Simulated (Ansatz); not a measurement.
`C[CH2][SnH2][CH2]C` from Hartree–Fock to CCSD(T)

```xyz
17

C     1.391    1.493   -0.938
C    -0.096    1.292   -1.191
Sn   -1.166    0.675    0.574
C    -0.237   -1.105    1.354
C    -0.133   -2.217    0.319
H     1.918    1.797   -1.848
H     1.573    2.266   -0.186
H     1.870    0.576   -0.581
H    -0.559    2.210   -1.559
H    -0.263    0.529   -1.956
H    -2.806    0.344    0.189
H    -1.118    1.931    1.743
H     0.752   -0.822    1.723
H    -0.813   -1.431    2.223
H     0.349   -3.109    0.733
H    -1.117   -2.521   -0.048
H     0.454   -1.908   -0.550
```

Charge 0, multiplicity 1. Correlated methods include outer-core shells of Sn, which these sets cover unevenly. Sn takes the def2 core potential. Geometry: relaxed with PBE0-D4/def2-TZVP. It is one conformer, not always the lowest. Frozen core, restricted reference, Ansatz 0.2.0.

```
     basis     HF (Eh)  MP2 corr.
  def2-SVP  -371.65873   -0.70731
def2-TZVPP  -371.84206   -1.05798
def2-QZVPP  -371.85152   -1.31458
```

**Question.** Estimate the CCSD correlation energy and the (T) correction in each basis where they were run (hartree).

**Answer.** 
```
   basis  CCSD corr.       (T)
def2-SVP    -0.78415  -0.02304
```
